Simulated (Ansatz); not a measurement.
# GeH2 (SMILES [GeH2]): the energy, rung by rung

GeH2 has 3 atoms, charge 0, and is taken as a singlet. SMILES: `[GeH2]`. The coordinates come from a PBE0-D4/def2-TZVP relaxation.

```xyz
3

Ge   -0.5701    0.4051   -0.2637
H     0.7830    0.7436    0.5090
H    -0.2129   -1.1487   -0.2453
```

Quantity: the energy change with the Ge1–H3 bond stretched from 1.594 to 1.993 Å, in eV. The values are calculated.

```json
{"level": "HF/STO-3G (restricted)", "kind": "Hartree–Fock", "program": "Ansatz", "value (eV)": "1.65", "less FCI/STO-3G": "+0.46", "CPU time (all runs)": "0.31 s"}
{"level": "SVWN5/STO-3G (restricted)", "kind": "LDA", "program": "Ansatz", "value (eV)": "1.38", "less FCI/STO-3G": "+0.19", "CPU time (all runs)": "2.1 s"}
{"level": "r2SCAN/STO-3G (restricted)", "kind": "meta-GGA", "program": "Ansatz", "value (eV)": "1.41", "less FCI/STO-3G": "+0.22", "CPU time (all runs)": "7.1 s"}
{"level": "BHLYP/STO-3G (restricted)", "kind": "global hybrid", "program": "Ansatz", "value (eV)": "1.52", "less FCI/STO-3G": "+0.33", "CPU time (all runs)": "1.4 s"}
{"level": "wB97M-V/STO-3G (restricted)", "kind": "range-separated hybrid", "program": "Ansatz", "value (eV)": "1.52", "less FCI/STO-3G": "+0.33", "CPU time (all runs)": "18 s"}
{"level": "B2PLYP/STO-3G (restricted)", "kind": "double hybrid", "program": "Ansatz", "value (eV)": "1.41", "less FCI/STO-3G": "+0.22", "CPU time (all runs)": "2 s"}
{"level": "MP2/STO-3G (restricted)", "kind": "perturbation theory", "program": "Ansatz", "value (eV)": "1.41", "less FCI/STO-3G": "+0.22", "CPU time (all runs)": "0.32 s"}
{"level": "CCSD(T)/STO-3G (restricted)", "kind": "coupled cluster or CI", "program": "Ansatz", "value (eV)": "1.19", "less FCI/STO-3G": "0.00", "CPU time (all runs)": "0.54 s"}
{"level": "CCSD/STO-3G (restricted)", "kind": "coupled cluster or CI", "program": "Ansatz", "value (eV)": "1.19", "less FCI/STO-3G": "0.00", "CPU time (all runs)": "0.52 s"}
{"level": "FCI/STO-3G", "kind": "exact in the basis", "program": "Ansatz", "value (eV)": "1.19", "less FCI/STO-3G": "0.00", "CPU time (all runs)": "0.92 s"}
```

FCI/STO-3G is exact within its basis and frozen core, so for wave-function methods in that basis the difference is their error; functionals converge differently with the basis, so for them it is only a difference. All-electron rows without a relativistic Hamiltonian named are non-relativistic. The first shape isn't each level's own minimum. The values span 1.19 to 1.65 eV. All rows use very small basis sets, so none should be taken for the real molecule's value. In the correlated wave-function rows the outer d shell of Ge is correlated, in sets not made for it. In so small a basis fixed costs decide the times, and correlated methods can beat functionals. CPU times are rough (shared hosts, several kinds of processor and program).
